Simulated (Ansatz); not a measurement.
**One elementary step**

Start structure (SiN$_{2}$H$_{6}$O$_{2}$, singlet), relaxed at PBE0-D4/def2-TZVP:

Si1  (-0.011, 0.208, -0.117)
O2  (0.628, 0.077, -1.633)
O3  (-0.665, 1.713, -0.129)
H4  (-0.798, 2.088, -1.001)
N5  (1.013, 0.205, 1.234)
N6  (-1.023, -1.153, 0.082)
H7  (1.024, -0.766, -1.855)
H8  (1.490, 1.037, 1.533)
H9  (1.421, -0.636, 1.601)
H10  (-1.480, -1.305, 0.967)
H11  (-1.598, -1.468, -0.682)
(Å)

The step: SiN₂H₆O₂ ([NH2][Si]([NH2])([OH])[OH]) → SiN₂H₄O ([NH2][Si]([NH2])[O]) + H₂O (still joined by a long Si–O bond); bonds formed: O2–H4; bonds broken: O3–H4; bonds weakened to dative contacts: Si1–O2. Program: Ansatz 0.2.0. Basis: def2-TZVPP and def2-QZVPP. Cores are frozen in the correlated methods. Extrapolation: Hartree–Fock as exp(−7.88 √X), correlation as X^−2.97. Energies below are by CCSD(T) at an estimated basis limit (MP2 extrapolated from triple and quadruple zeta, plus CCSD(T) − MP2 in triple zeta).

(1) What are the electronic barrier and the energy of the step, from the start structure to the end structure? (An estimate is asked for; the value comes from the calculation.)

No T1 diagnostic of these runs exceeds 0.013.

## Answers

(1) The calculation gives: Barrier 2.208 eV; step energy 2.100 eV (uphill); reverse barrier, their difference, 0.108 eV. Barrier and step energy count from the start structure, the reverse barrier from the end structure.

The saddle point: One imaginary mode of 582i cm⁻¹.
```
  pair  start (Å)  saddle (Å)  end (Å)
 O2–H4       2.54        1.08     0.98
Si1–O2       1.65        1.92     2.01
 O3–H4       0.96        1.52     2.08
```

Zero-point energy (harmonic, PBE0-D4): ZPE is 2.242 eV at the start and 2.159 eV at the saddle, so the barrier goes from 2.208 to 2.125 eV.

First-order rate constant out of the start structure at 498 K by transition-state theory, with harmonic vibrational free energies alone and no tunnelling: ΔA‡ = 2.136 eV, so k = (kB T/h) exp(−ΔA‡/kB T) ≈ 10^-9 s⁻¹ (an order of magnitude at best: rotation, the number of equivalent paths and anharmonicity are left out).

Labels in which every atom is bracketed show which atoms are joined, not bond orders.

For scale, one of the runs: CCSD(T)/def2-TZVPP, 250 basis functions, launched by `ansatz run in.yaml --threads 8 --pin off --events-out ev --progress --plain --max-ram 19148MiB`. The run took 62 s on 8 CPU threads of a Oxide Virtual Turin-like (shared host), with 5.6 GiB of host memory at its peak.
